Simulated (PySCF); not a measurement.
Fe²⁺ (iron, charge +2) across methods

[Ar] 3d5 4s1, high-spin 7S determinant (an excited configuration). Calculation: PySCF 2.14, in aug-cc-pVDZ-DK (7s6p4d2f, 59 functions); scalar relativity by spin-free X2C-1e.

```json
{"method": "r2SCANh", "E (hartree)": "-1271.551", "mean ε 3p β (eV)": "-83.542", "mean ε 3d α (eV)": "-35.723", "mean ε 4s α (eV)": "-23.866", "Σ⟨r²⟩ (bohr²)": "19.91", "⟨S²⟩": "12.000"}
{"method": "HSE06", "E (hartree)": "-1271.383", "mean ε 3p β (eV)": "-84.312", "mean ε 3d α (eV)": "-36.411", "mean ε 4s α (eV)": "-23.793", "Σ⟨r²⟩ (bohr²)": "19.97", "⟨S²⟩": "12.000"}
{"method": "BHandHLYP", "E (hartree)": "-1271.574", "mean ε 3p β (eV)": "-87.767", "mean ε 3d α (eV)": "-39.522", "mean ε 4s α (eV)": "-24.807", "Σ⟨r²⟩ (bohr²)": "19.98", "⟨S²⟩": "12.001"}
{"method": "PBE0", "E (hartree)": "-1271.365", "mean ε 3p β (eV)": "-84.694", "mean ε 3d α (eV)": "-36.863", "mean ε 4s α (eV)": "-24.102", "Σ⟨r²⟩ (bohr²)": "19.97", "⟨S²⟩": "12.000"}
{"method": "UHF", "E (hartree)": "-1270.45736", "mean ε 3p β (eV)": "-92.569", "mean ε 3d α (eV)": "-44.767", "mean ε 4s α (eV)": "-26.183", "Σ⟨r²⟩ (bohr²)": "20.15", "⟨S²⟩": "12.001"}
{"method": "PBE", "E (hartree)": "-1271.324", "mean ε 3p β (eV)": "-81.508", "mean ε 3d α (eV)": "-33.956", "mean ε 4s α (eV)": "-23.264", "Σ⟨r²⟩ (bohr²)": "19.98", "⟨S²⟩": "12.000"}
{"method": "r2SCAN", "E (hartree)": "-1271.557", "mean ε 3p β (eV)": "-82.385", "mean ε 3d α (eV)": "-34.636", "mean ε 4s α (eV)": "-23.545", "Σ⟨r²⟩ (bohr²)": "19.91", "⟨S²⟩": "12.000"}
{"method": "M06", "E (hartree)": "-1271.550", "mean ε 3p β (eV)": "-85.041", "mean ε 3d α (eV)": "-36.747", "mean ε 4s α (eV)": "-24.232", "Σ⟨r²⟩ (bohr²)": "19.92", "⟨S²⟩": "12.000"}
{"method": "LDA", "E (hartree)": "-1268.994", "mean ε 3p β (eV)": "-81.597", "mean ε 3d α (eV)": "-34.146", "mean ε 4s α (eV)": "-23.552", "Σ⟨r²⟩ (bohr²)": "19.94", "⟨S²⟩": "12.000"}
```
